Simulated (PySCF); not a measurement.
`COCC(=S)N(C)C`: 4 charge schemes on one density

Compound: C5H11NOS.
Cartesian coordinates in Å at the GFN2-xTB level; atoms count from 1:
```xyz
19
C5H11NOS angstrom
C      2.3107   -0.8468   -0.4406
O      1.3538   -1.2657    0.5041
C      0.9010   -0.2217    1.3340
C      0.0417    0.8182    0.6421
S      0.4314    2.4051    0.8739
N     -0.9943    0.4216   -0.1014
C     -1.8109    1.3706   -0.8184
C     -1.4013   -0.9510   -0.2830
H      1.9077   -0.0782   -1.1094
H      2.5777   -1.7289   -1.0186
H      3.2027   -0.4471    0.0546
H      0.3263   -0.6988    2.1366
H      1.7499    0.3074    1.7874
H     -1.3451    2.3529   -0.7742
H     -1.9091    1.0572   -1.8589
H     -2.8054    1.4293   -0.3706
H     -1.1801   -1.2745   -1.3042
H     -2.4792   -1.0256   -0.1225
H     -0.8874   -1.6147    0.4037
```

Density: PBE0/pcSseg-1 (PySCF); schemes: Mulliken, IAO, Hirshfeld and ESP-fitted. The structure is a single GFN2-xTB conformer in the gas phase; no vibrational or solvent corrections.

Task: At which atom do the 4 schemes differ most?

Result: At N6: from -0.620 (Mulliken) to +0.370 e (ESP-fitted), 0.990 e apart.

Task: Do the Mulliken, IAO, Hirshfeld and ESP-fitted schemes agree on where the charge is lowest?

Result: The schemes don't all agree: Mulliken N6 (-0.620); IAO O2 (-0.395); Hirshfeld S5 (-0.234); ESP-fitted C7 (-0.342).

Task: Give the atomic charges in each scheme.

Result: In e:

```
atom                              environment  Mulliken     IAO  Hirshfeld  ESP-fitted
  C1                           methoxy carbon    -0.029  -0.205     -0.042      -0.197
  O2                             ether oxygen    -0.521  -0.395     -0.134      -0.331
  C3               sp3 carbon bound to oxygen    +0.105  -0.077     -0.005      +0.099
  C4                      thiocarbonyl carbon    -0.003  +0.009     +0.064      -0.230
  S5                      thiocarbonyl sulfur    -0.220  -0.274     -0.234      -0.310
  N6  nitrogen bound to a thiocarbonyl carbon    -0.620  -0.093     -0.009      +0.370
  C7                          N-methyl carbon    -0.056  -0.320     -0.068      -0.342
  C8                          N-methyl carbon    -0.054  -0.310     -0.060      -0.306
  H9                          methyl hydrogen    +0.104  +0.128     +0.032      +0.116
 H10                          methyl hydrogen    +0.120  +0.158     +0.051      +0.130
 H11                          methyl hydrogen    +0.101  +0.130     +0.042      +0.125
 H12                       methylene hydrogen    +0.148  +0.160     +0.052      +0.115
 H13                       methylene hydrogen    +0.138  +0.152     +0.036      +0.070
 H14                          methyl hydrogen    +0.158  +0.180     +0.032      +0.123
 H15                          methyl hydrogen    +0.113  +0.144     +0.048      +0.118
 H16                          methyl hydrogen    +0.123  +0.147     +0.049      +0.110
 H17                          methyl hydrogen    +0.121  +0.148     +0.049      +0.113
 H18                          methyl hydrogen    +0.118  +0.146     +0.049      +0.095
 H19                          methyl hydrogen    +0.154  +0.171     +0.048      +0.133
```

Mean size of the charges over all atoms: ESP-fitted 0.181 e, IAO 0.176 e, Mulliken 0.158 e, Hirshfeld 0.058 e. Each set sums to the total charge, 0, to within 0.001 e. The Mulliken scheme counts on each atom the diagonal of the density matrix times the overlap matrix over that atom's basis functions. The IAO scheme projects the occupied orbitals on a minimal set of polarised atomic orbitals and counts the electrons in each atom's part of it.

Task: How closely do the schemes follow one another over all atoms?

Result: Correlation coefficient and root-mean-square difference: IAO with Hirshfeld 0.85, 0.139 e; IAO with ESP-fitted 0.79, 0.132 e; Mulliken with IAO 0.70, 0.162 e; Hirshfeld with ESP-fitted 0.69, 0.162 e; Mulliken with Hirshfeld 0.63, 0.181 e; Mulliken with ESP-fitted 0.26, 0.257 e.

Task: How many electrons does the ESP-fitted scheme count on N6?

Result: Z − q = 7 − (+0.370) = 6.630.
